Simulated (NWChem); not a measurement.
# Si₂H₂F₄; SMILES F[SiH](F)[SiH](F)F

```xyz
8

Si    -1.1116     0.3697     0.0028
F     -1.8473    -0.2397     1.2981
F     -1.8452    -0.2322    -1.2972
Si     1.1116    -0.3697     0.0028
F      1.8452     0.2322    -1.2972
F      1.8473     0.2397     1.2981
H     -1.2913     1.8416     0.0070
H      1.2913    -1.8416     0.0070
```
Atoms are numbered in this order, from 1.

Program: NWChem. Pople sets run with spherical d functions. The geometry was optimised at B3LYP/6-31G* (spherical d). Static field.

```csv
level,basis functions,isotropic polarisability (bohr³),anisotropy (bohr³)
PBE/6-31G*,96,[?],12.5
PBE/6-31+G*,120,48.5,11.9
PBE/def2-SVP,102,42.7,13.4
PBE/def2-SVPD,156,52.9,12.5
PBE/aug-cc-pVDZ,164,53.3,12.9
PBE/Sadlej pVTZ,178,53.7,13.3
```

Question: Some entries are withheld; supply them.

Answer: 
- PBE/6-31G*, isotropic polarisability (bohr³): 41.8
